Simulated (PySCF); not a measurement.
B3LYP has the VWN-RPA correlation part, as in Gaussian. Delta-SCF ions had no search for a lower state. 

Cartesian coordinates (Å):
SMILES: ClC1=CC=C[SiH2]1
```xyz
11

Cl     2.9683    -0.0320     0.4251
C      1.2579    -0.0814     0.1747
C      0.5605    -1.2109    -0.0174
C     -0.8937    -1.0284    -0.2121
C     -1.3812     0.2253    -0.1808
Si     0.0602     1.3692     0.1197
H      1.0056    -2.1988    -0.0333
H     -1.5128    -1.9051    -0.3724
H     -2.4316     0.4393    -0.3148
H      0.3551     2.3080    -0.9859
H      0.0117     2.1148     1.3972
```
Charge 0, multiplicity 1.

What dipole moment, S1 oscillator strength and vertical ionisation energy (Delta-SCF) does B3LYP-D3(BJ)/def2-TZVP run with PySCF give?


The dipole moment is 1.66 D and the S1 oscillator strength comes out as 0.143. The vertical ionisation energy (Delta-SCF) comes out as 8.55 eV.
